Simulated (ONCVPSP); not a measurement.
# Os: excitation energies, all-electron against ONCV

```
Element                 : Os
Generator               : ONCVPSP 4.0.1
Type                    : optimised norm-conserving Vanderbilt (ONCV)
Functional              : PBE
Relativity              : scalar-relativistic
Frozen core             : [Kr] 4d10 4f14
Valence charge          : 16
Reference configuration : 5s2 5p6 5d7 6s1
Partial waves           : 5s+6s: rc 1.75 bohr, ncon 4, nbas 7, qcut 5.8 1/bohr, 3 projectors, debl 3.1 Ha; 5p: rc 1.25 bohr, ncon 4, nbas 8, qcut 5.2 1/bohr, 2 projectors, debl 3.2 Ha; 5d: rc 1.60 bohr, ncon 4, nbas 8, qcut 5.1 1/bohr, 2 projectors, debl 2.6 Ha
Local potential         : polynomial inside 1.05 bohr (lpopt 5, dvloc0 0 Ha)
Core correction         : none
```

Energies are relative to the spin-unpolarised reference configuration 5s2 5p6 5d7 6s1; without spin polarisation the order of configurations can differ from experiment.

```json
{"valence configuration": "5s2 5p6 5d6 6s2", "charge": "0", "ΔE all-electron (eV)": "-0.317", "error AE − PS (meV)": "-0.9"}
{"valence configuration": "5s2 5p6 5d6 6s1", "charge": "+1", "ΔE all-electron (eV)": "9.260", "error AE − PS (meV)": "-0.4"}
{"valence configuration": "5s2 5p6 5d6 6s0", "charge": "+2", "ΔE all-electron (eV)": "26.175", "error AE − PS (meV)": "-3.0"}
```

Question: What are ΔE and the potential's error for 5s2 5p5 5d6 6s2?

Answer: ΔE = 56.600 eV all-electron; the error (AE − PS) is -99 meV.
